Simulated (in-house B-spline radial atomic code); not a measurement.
Configurations of F IV (F3+), with energies counted from [He] 2s2 2p2. Method: Dirac-Hartree-Fock, average of configuration, Fermi nucleus of rms radius 2.8976 fm. Calculated with a B-spline radial code for spherical atoms. Energies include first-order Breit, QED and recoil terms.

Occupations are held fixed; configurations that lie above the ionisation limit could autoionise.

```json
{"configuration": "[He] 2s1 2p3", "E - E(ref) (eV)": "19.112", "highest orbital": "2p3/2", "its <r> (bohr)": "0.8319"}
{"configuration": "[He] 2s2 2p1 4d1", "E - E(ref) (eV)": "71.092", "highest orbital": "4d5/2", "its <r> (bohr)": "5.026"}
{"configuration": "[He] 2s2 2p1 5g1", "E - E(ref) (eV)": "76.46", "highest orbital": "5g9/2", "its <r> (bohr)": "6.874"}
{"configuration": "[He] 2s2 2p1 6s1", "E - E(ref) (eV)": "78.027", "highest orbital": "6s1/2", "its <r> (bohr)": "11.45"}
{"configuration": "[He] 2s2 2p1 6d1", "E - E(ref) (eV)": "78.974", "highest orbital": "6d5/2", "its <r> (bohr)": "12.42"}
{"configuration": "[He] 2s2 2p1 6f1", "E - E(ref) (eV)": "79.112", "highest orbital": "6f7/2", "its <r> (bohr)": "11.97"}
{"configuration": "[He] 2s1 2p2 6d1", "E - E(ref) (eV)": "95.105", "highest orbital": "6d5/2", "its <r> (bohr)": "12.42"}
{"configuration": "[He] 2s1 2p2 6f1", "E - E(ref) (eV)": "95.241", "highest orbital": "6f7/2", "its <r> (bohr)": "11.97"}
{"configuration": "[He] 2s1 2p2 6g1", "E - E(ref) (eV)": "95.249", "highest orbital": "6g9/2", "its <r> (bohr)": "11"}
```

(1) Order these further configurations by energy, lowest first.
A. [He] 2s2 2p1 3s1
B. [He] 2s1 2p2 5d1
C. [He] 2s1 2p2 5g1
D. [He] 2s1 2p2 4d1
E. [He] 2s1 2p2 4f1

(2) How far above the reference does [He] 2s2 2p1 6g1 lie?

(3) How far above the reference does [He] 2s2 2p1 3d1 lie?

(4) How far above the reference does [He] 2s1 2p2 3d1 lie?

## Answers

(1) A (50.352 eV), D (87.226 eV), E (87.674 eV), B (92.343 eV), C (92.589 eV).

(2) 79.121 eV; its least bound orbital is 6g9/2 with <r> = 11 bohr.

(3) 59.999 eV; its least bound orbital is 3d5/2 with <r> = 2.454 bohr.

(4) 76.131 eV; its least bound orbital is 3d5/2 with <r> = 2.455 bohr.
